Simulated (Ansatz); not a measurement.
C2H9AlOSi, singlet, geometry from GFN2-xTB (such geometries of metal compounds can be far from the true shape); CCSD(T) on PBE0/STO-3G (Ansatz, a quantum-chemistry and plane-wave program).

Here is a job for Ansatz.
Ansatz 0.2 input:
```yaml
crystal:
  periodic: [false, false, false]
  atoms:
    - {symbol: Al, position_ang: [0.16418219, 0.80306897, 0.52935491]}
    - {symbol: C, position_ang: [1.71992852, 1.91197601, -0.04275149]}
    - {symbol: H, position_ang: [2.65378921, 1.34370309, 0.00714559]}
    - {symbol: H, position_ang: [1.85268461, 2.80857798, 0.56567260]}
    - {symbol: H, position_ang: [1.61632416, 2.23576822, -1.08292934]}
    - {symbol: C, position_ang: [-1.10034460, 1.11363958, 2.03992938]}
    - {symbol: H, position_ang: [-1.09292977, 0.27495355, 2.74276804]}
    - {symbol: H, position_ang: [-2.13109745, 1.20242795, 1.68352884]}
    - {symbol: H, position_ang: [-0.87444355, 2.01710462, 2.60931924]}
    - {symbol: O, position_ang: [-0.12203492, -0.58596264, -0.38609585]}
    - {symbol: Si, position_ang: [-0.39320375, -1.92451346, -1.27014763]}
    - {symbol: H, position_ang: [-1.59910444, -2.56410911, -0.74057254]}
    - {symbol: H, position_ang: [0.78190080, -2.78542267, -1.12070468]}
    - {symbol: H, position_ang: [-0.57786386, -1.49570395, -2.65807554]}
basis:
  gaussian:
    orbitals: STO-3G
hamiltonian:
  xc: pbe0
magnetization: {spin_polarized: false}
correlation: {method: ccsd_t}
```

What the program printed (banner, timings and long lists left out):

```
Functional definition: PBE0
517 factors; integrals over basis functions are off by at most 6.6e-5 eV
mean field evaluation 1: about -18505.7664 eV, gradient 3.2e1 eV
mean field evaluation 2: about -18505.7167 eV, gradient 3.2e1 eV
mean field evaluation 4: about -18508.7658 eV, gradient 6.4e0 eV
mean field evaluation 8: about -18508.8947 eV, gradient 2.7e-2 eV
mean field evaluation 16: about -18508.8947 eV, gradient 9.8e-7 eV
mean field -18508.89470841 eV, -680.1893347547 hartree, gradient 9.8e-7 eV, S^2 0.000000; 0 other end points of the search recorded, 0 dependent functions left out
13 core orbitals not correlated
reference -18465.32898962 eV, -678.5883241191 hartree; 15, 15 occupied and 14, 14 virtual orbitals, 517 factors
second order -6.03742985 eV of doubles, -0.38544198 eV of singles
cycle   1  -7.01162097 eV  change   -6.3e-1 eV  update   1.2e-1
cycle   2  -7.48616133 eV  change   -4.7e-1 eV  update   3.9e-2
cycle   3  -7.68006888 eV  change   -1.9e-1 eV  update   1.7e-2
cycle   4  -7.69102054 eV  change   -1.1e-2 eV  update   3.0e-3
cycle   5  -7.69225368 eV  change   -1.2e-3 eV  update   1.3e-3
cycle   6  -7.69144178 eV  change    8.1e-4 eV  update   4.5e-4
cycle   7  -7.69117078 eV  change    2.7e-4 eV  update   1.5e-4
cycle   8  -7.69109726 eV  change    7.4e-5 eV  update   5.0e-5
cycle   9  -7.69108415 eV  change    1.3e-5 eV  update   1.1e-5
perturbative correction -0.20584608 eV, -0.0075647037 hartree
Total energy: -18473.22591985 eV, -678.8785309521 hartree
```
